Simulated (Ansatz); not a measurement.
Born–Oppenheimer molecular dynamics of C$_{3}$H$_{11}$FSi$_{2}$ (17 atoms, charge 0, multiplicity 1). It starts from a relaxed structure.

Computed with Ansatz 0.2.0, RKS PBE0-D4/STO-3G.

```json
{
 "ensemble": "NVT, Langevin thermostat",
 "time step": "1 fs",
 "steps asked": "300",
 "set temperature": "300 K",
 "friction": "0.01 /fs",
 "seed": "743891"
}
```

Frames 1 fs apart, positions in Å.

Velocities at 110 fs (Å/ps):

```
C -0.43 2.24 1.84
Si -4.88 0.51 -2.59
C -0.34 -3.56 4.98
F -1.98 4.08 2.75
C -4.59 5.16 -2.57
Si 0.66 1.64 -1.92
H -8.55 1.23 -9.22
H -0.82 -1.32 -4.90
H -6.33 -13.40 4.71
H 18.76 24.10 -11.79
H 10.45 0.33 -4.67
H -12.46 -4.36 -17.68
H 8.04 -9.14 2.18
H 13.39 -12.83 5.61
H -9.13 6.96 -8.50
H 9.33 -7.19 -1.33
H -0.94 12.96 -10.16
```

```xyz
17
Properties=species:S:1:pos:R:3 time_fs=110 energy_less_start_eV=0.373 T=143
C -1.124 -1.054 -1.281
Si -0.566 -0.629 0.388
C 1.273 -1.208 0.694
F 1.954 -0.481 1.740
C -0.790 1.159 0.749
Si 0.216 2.346 -0.266
H -0.515 -0.687 -2.096
H -2.107 -0.681 -1.500
H -1.186 -2.108 -1.427
H -1.365 -1.401 1.390
H 1.931 -1.216 -0.208
H 1.217 -2.263 1.042
H -1.820 1.388 0.648
H -0.572 1.435 1.820
H -0.298 2.426 -1.607
H 0.137 3.607 0.403
H 1.580 1.933 -0.366
17
Properties=species:S:1:pos:R:3 time_fs=111 energy_less_start_eV=0.347 T=158
C -1.124 -1.052 -1.280
Si -0.570 -0.629 0.386
C 1.273 -1.211 0.699
F 1.952 -0.477 1.743
C -0.794 1.165 0.748
Si 0.217 2.348 -0.268
H -0.521 -0.685 -2.106
H -2.112 -0.679 -1.504
H -1.191 -2.128 -1.422
H -1.344 -1.375 1.373
H 1.940 -1.216 -0.212
H 1.203 -2.267 1.025
H -1.819 1.379 0.648
H -0.558 1.416 1.821
H -0.308 2.434 -1.615
H 0.147 3.602 0.404
H 1.581 1.944 -0.376
17
Properties=species:S:1:pos:R:3 time_fs=112 energy_less_start_eV=0.326 T=169
C -1.125 -1.051 -1.280
Si -0.575 -0.628 0.385
C 1.274 -1.214 0.704
F 1.949 -0.473 1.744
C -0.797 1.172 0.748
Si 0.218 2.349 -0.270
H -0.524 -0.681 -2.116
H -2.123 -0.671 -1.507
H -1.194 -2.151 -1.418
H -1.321 -1.347 1.351
H 1.941 -1.214 -0.214
H 1.189 -2.272 1.009
H -1.836 1.375 0.643
H -0.547 1.387 1.812
H -0.316 2.442 -1.618
H 0.158 3.601 0.406
H 1.585 1.948 -0.384
17
Properties=species:S:1:pos:R:3 time_fs=113 energy_less_start_eV=0.358 T=153
C -1.128 -1.051 -1.283
Si -0.578 -0.627 0.384
C 1.275 -1.216 0.710
F 1.946 -0.470 1.744
C -0.798 1.179 0.748
Si 0.218 2.351 -0.272
H -0.526 -0.677 -2.122
H -2.134 -0.659 -1.511
H -1.194 -2.169 -1.415
H -1.303 -1.324 1.334
H 1.934 -1.208 -0.211
H 1.177 -2.280 0.994
H -1.863 1.375 0.636
H -0.538 1.355 1.798
H -0.323 2.448 -1.616
H 0.174 3.605 0.408
H 1.592 1.946 -0.392
17
Properties=species:S:1:pos:R:3 time_fs=114 energy_less_start_eV=0.407 T=145
C -1.131 -1.052 -1.287
Si -0.580 -0.626 0.383
C 1.278 -1.218 0.715
F 1.942 -0.467 1.744
C -0.798 1.187 0.750
Si 0.218 2.352 -0.275
H -0.527 -0.671 -2.123
H -2.142 -0.646 -1.509
H -1.191 -2.174 -1.412
H -1.297 -1.311 1.328
H 1.921 -1.201 -0.204
H 1.168 -2.288 0.979
H -1.890 1.378 0.628
H -0.532 1.322 1.784
H -0.330 2.456 -1.611
H 0.191 3.611 0.408
H 1.599 1.942 -0.399
17
Properties=species:S:1:pos:R:3 time_fs=115 energy_less_start_eV=0.405 T=139
C -1.137 -1.052 -1.293
Si -0.582 -0.623 0.381
C 1.279 -1.219 0.719
F 1.938 -0.466 1.743
C -0.798 1.194 0.751
Si 0.218 2.354 -0.277
H -0.527 -0.663 -2.119
H -2.146 -0.636 -1.502
H -1.186 -2.164 -1.411
H -1.306 -1.312 1.335
H 1.904 -1.192 -0.198
H 1.165 -2.298 0.968
H -1.909 1.385 0.619
H -0.528 1.293 1.776
H -0.335 2.463 -1.604
H 0.212 3.620 0.407
H 1.604 1.938 -0.405
17
Properties=species:S:1:pos:R:3 time_fs=116 energy_less_start_eV=0.351 T=157
C -1.143 -1.054 -1.301
Si -0.582 -0.621 0.379
C 1.281 -1.221 0.723
F 1.933 -0.465 1.742
C -0.798 1.200 0.751
Si 0.217 2.356 -0.280
H -0.524 -0.656 -2.109
H -2.148 -0.633 -1.492
H -1.182 -2.148 -1.410
H -1.325 -1.326 1.352
H 1.885 -1.181 -0.196
H 1.167 -2.305 0.962
H -1.912 1.393 0.615
H -0.524 1.269 1.780
H -0.341 2.469 -1.596
H 0.232 3.634 0.402
H 1.606 1.934 -0.412
17
Properties=species:S:1:pos:R:3 time_fs=117 energy_less_start_eV=0.302 T=186
C -1.149 -1.057 -1.310
Si -0.581 -0.618 0.378
C 1.281 -1.222 0.726
F 1.927 -0.464 1.741
C -0.800 1.205 0.750
Si 0.216 2.358 -0.282
H -0.520 -0.651 -2.095
H -2.147 -0.637 -1.482
H -1.179 -2.131 -1.412
H -1.351 -1.347 1.371
H 1.869 -1.173 -0.199
H 1.171 -2.312 0.961
H -1.900 1.404 0.616
H -0.521 1.255 1.794
H -0.349 2.472 -1.591
H 0.251 3.648 0.392
H 1.606 1.931 -0.420
17
Properties=species:S:1:pos:R:3 time_fs=118 energy_less_start_eV=0.307 T=180
C -1.157 -1.060 -1.321
Si -0.580 -0.614 0.377
C 1.280 -1.222 0.729
F 1.922 -0.464 1.740
C -0.803 1.209 0.747
Si 0.215 2.359 -0.284
H -0.511 -0.649 -2.083
H -2.149 -0.646 -1.475
H -1.176 -2.119 -1.416
H -1.377 -1.367 1.385
H 1.860 -1.167 -0.208
H 1.178 -2.315 0.961
H -1.875 1.417 0.620
H -0.521 1.248 1.815
H -0.362 2.476 -1.589
H 0.268 3.663 0.380
H 1.604 1.929 -0.426
17
Properties=species:S:1:pos:R:3 time_fs=119 energy_less_start_eV=0.355 T=170
C -1.165 -1.062 -1.330
Si -0.578 -0.610 0.376
C 1.277 -1.221 0.733
F 1.916 -0.463 1.739
C -0.804 1.211 0.746
Si 0.215 2.361 -0.286
H -0.498 -0.645 -2.075
H -2.155 -0.655 -1.470
H -1.173 -2.116 -1.423
H -1.396 -1.382 1.390
H 1.856 -1.161 -0.220
H 1.190 -2.313 0.962
H -1.845 1.430 0.627
H -0.527 1.248 1.834
H -0.376 2.480 -1.589
H 0.284 3.677 0.365
H 1.597 1.925 -0.431
17
Properties=species:S:1:pos:R:3 time_fs=120 energy_less_start_eV=0.377 T=167
C -1.173 -1.063 -1.341
Si -0.576 -0.607 0.376
C 1.274 -1.220 0.735
F 1.911 -0.463 1.738
C -0.804 1.213 0.745
Si 0.214 2.364 -0.288
H -0.484 -0.640 -2.072
H -2.168 -0.662 -1.467
H -1.171 -2.125 -1.436
H -1.408 -1.388 1.382
H 1.854 -1.150 -0.229
H 1.206 -2.307 0.967
H -1.824 1.445 0.638
H -0.536 1.253 1.842
H -0.392 2.484 -1.589
H 0.298 3.688 0.346
H 1.585 1.919 -0.438
17
Properties=species:S:1:pos:R:3 time_fs=121 energy_less_start_eV=0.328 T=189
C -1.180 -1.063 -1.350
Si -0.574 -0.604 0.377
C 1.270 -1.218 0.737
F 1.906 -0.463 1.738
C -0.801 1.214 0.745
Si 0.214 2.366 -0.290
H -0.472 -0.634 -2.076
H -2.186 -0.668 -1.469
H -1.171 -2.144 -1.448
H -1.413 -1.387 1.360
H 1.851 -1.139 -0.235
H 1.224 -2.297 0.975
H -1.819 1.466 0.647
H -0.548 1.263 1.837
H -0.404 2.487 -1.587
H 0.312 3.695 0.321
H 1.569 1.911 -0.445
```

Of the whole run (300 fs, mean temperature of the second half 265 K): The mean temperature of the second half is 12 % below the set value. A run of 0.3 ps of so small a system gives no equilibrium averages. Limits of this set-up: minimal basis.

The run took 15 min on 1 thread of Intel(R) Xeon(R) 6975P-C (Granite Rapids), on a shared host, peak memory 0.16 GiB.
